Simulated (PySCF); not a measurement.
C₄H₁₁Ge (SMILES CC(C)[CH2][GeH2]), doublet, geometry from GFN2-xTB; DF-HF/STO-3G run with PySCF.

PySCF was given this input:
```python
from pyscf import gto, scf

mol = gto.M(
    atom='''
C    -2.13541674   -0.82242625    1.73381045
C    -1.15626174   -0.73410498    0.56162028
C    -1.90863189   -0.52017889   -0.74634691
C    -0.15536817    0.38361761    0.79191418
Ge    1.31350398    0.43652282   -0.60897067
H    -2.83860807   -1.63850968    1.58182763
H    -2.69809050    0.10465609    1.82660931
H    -1.60406683   -0.99680103    2.66705419
H    -0.60974982   -1.68334587    0.49740934
H    -2.44637658    0.42595875   -0.72516022
H    -1.20652226   -0.49966040   -1.58145739
H    -2.62433031   -1.32129043   -0.91716601
H     0.37901389    0.23887154    1.73334896
H    -0.66223253    1.34783656    0.83822027
H     2.48521998    1.21584634    0.08103298
H     1.92768703   -1.00373722   -0.56064572
''',
    basis='sto-3g',
    spin=1,
    verbose=4,
)

mf = scf.UHF(mol)
mf = mf.density_fit(auxbasis='def2-universal-jkfit')
mf.kernel()
```

Output, abridged:

```
PySCF version 2.14.0

[INPUT] verbose = 4
[INPUT] num. atoms = 16
[INPUT] num. electrons = 67
[INPUT] charge = 0
[INPUT] spin (= nelec alpha-beta = 2S) = 1
[INPUT] symmetry False subgroup None
[INPUT] Mole.unit = angstrom
[INPUT] Symbol           X                Y                Z      unit          X                Y                Z       unit  Magmom
[INPUT]  1 C     -2.135416740000  -0.822426250000   1.733810450000 AA   -4.035352800412  -1.554160370153   3.276426902409 Bohr   0.0
[INPUT]  2 C     -1.156261740000  -0.734104980000   0.561620280000 AA   -2.185018016913  -1.387257358879   1.061308515202 Bohr   0.0
[INPUT]  3 C     -1.908631890000  -0.520178890000  -0.746346910000 AA   -3.606791544711  -0.982995637880  -1.410391253815 Bohr   0.0
[INPUT]  4 C     -0.155368170000   0.383617610000   0.791914180000 AA   -0.293603289775   0.724932219460   1.496500914360 Bohr   0.0
[INPUT]  5 Ge     1.313503980000   0.436522820000  -0.608970670000 AA    2.482162785726   0.824908576923  -1.150787784193 Bohr   0.0
[INPUT]  6 H     -2.838608070000  -1.638509680000   1.581827630000 AA   -5.364191827280  -3.096334547649   2.989220996970 Bohr   0.0
[INPUT]  7 H     -2.698090500000   0.104656090000   1.826609310000 AA   -5.098652104291   0.197771347368   3.451791332481 Bohr   0.0
[INPUT]  8 H     -1.604066830000  -0.996801030000   2.667054190000 AA   -3.031246994199  -1.883680947384   5.040001978474 Bohr   0.0
[INPUT]  9 H     -0.609749820000  -1.683345870000   0.497409340000 AA   -1.152260164303  -3.181062667218   0.939967424401 Bohr   0.0
[INPUT] 10 H     -2.446376580000   0.425958750000  -0.725160220000 AA   -4.622981733750   0.804945377862  -1.370354212229 Bohr   0.0
[INPUT] 11 H     -1.206522260000  -0.499660400000  -1.581457390000 AA   -2.279996634591  -0.944221311291  -2.988521344769 Bohr   0.0
[INPUT] 12 H     -2.624330310000  -1.321290430000  -0.917166010000 AA   -4.959265546295  -2.496877043709  -1.733192569660 Bohr   0.0
[INPUT] 13 H      0.379013890000   0.238871540000   1.733348960000 AA    0.716232449506   0.451401789553   3.275554812700 Bohr   0.0
[INPUT] 14 H     -0.662232530000   1.347836560000   0.838220270000 AA   -1.251438112478   2.547041959076   1.584006742359 Bohr   0.0
[INPUT] 15 H      2.485219980000   1.215846340000   0.081032980000 AA    4.696385121497   2.297616592155   0.153130139257 Bohr   0.0
[INPUT] 16 H      1.927687030000  -1.003737220000  -0.560645720000 AA    3.642800540576  -1.896788446832  -1.059466863710 Bohr   0.0

nuclear repulsion = 339.274889801171
number of shells = 31
number of NR pGTOs = 147
number of NR cGTOs = 49
basis = sto-3g
ecp = {}

******** <class 'pyscf.df.df_jk.DFUHF'> ********
method = DFUHF
initial guess = minao
damping factor = 0
level_shift factor = 0
DIIS = <class 'pyscf.scf.diis.CDIIS'>
diis_start_cycle = 1
diis_space = 8
diis_damp = 0
SCF conv_tol = 1e-09
SCF conv_tol_grad = None
SCF max_cycles = 50
direct_scf = False
number electrons alpha = 34  beta = 33
Set gradient conv threshold to 3.16228e-05
******** <class 'pyscf.df.df.DF'> ********
auxbasis = def2-universal-jkfit
init E= -2205.52468915985

cycle= 1 E= -2207.627155636  delta_E= -2.1  |g|= 0.335  |ddm|= 3.17
cycle= 2 E= -2207.74613630557  delta_E= -0.119  |g|= 0.0759  |ddm|= 0.676
cycle= 3 E= -2207.75327193576  delta_E= -0.00714  |g|= 0.023  |ddm|= 0.158
cycle= 4 E= -2207.75445225129  delta_E= -0.00118  |g|= 0.0103  |ddm|= 0.0666
cycle= 5 E= -2207.754737519  delta_E= -0.000285  |g|= 0.00526  |ddm|= 0.0331
cycle= 6 E= -2207.75484454413  delta_E= -0.000107  |g|= 0.00256  |ddm|= 0.0256
cycle= 7 E= -2207.754867657  delta_E= -2.31e-05  |g|= 0.00125  |ddm|= 0.0132
cycle= 8 E= -2207.7548729691  delta_E= -5.31e-06  |g|= 0.000412  |ddm|= 0.00767
cycle= 9 E= -2207.75487343434  delta_E= -4.65e-07  |g|= 0.000155  |ddm|= 0.00211
cycle= 10 E= -2207.75487348754  delta_E= -5.32e-08  |g|= 5.81e-05  |ddm|= 0.000602
cycle= 11 E= -2207.75487349469  delta_E= -7.16e-09  |g|= 2.13e-05  |ddm|= 0.000203
cycle= 12 E= -2207.75487349566  delta_E= -9.62e-10  |g|= 7.41e-06  |ddm|= 7.78e-05
Extra cycle  E= -2207.75487349574  delta_E= -7.96e-11  |g|= 4.66e-06  |ddm|= 1.41e-05
converged SCF energy = -2207.75487349574  <S^2> = 0.75133042  2S+1 = 2.00133
```
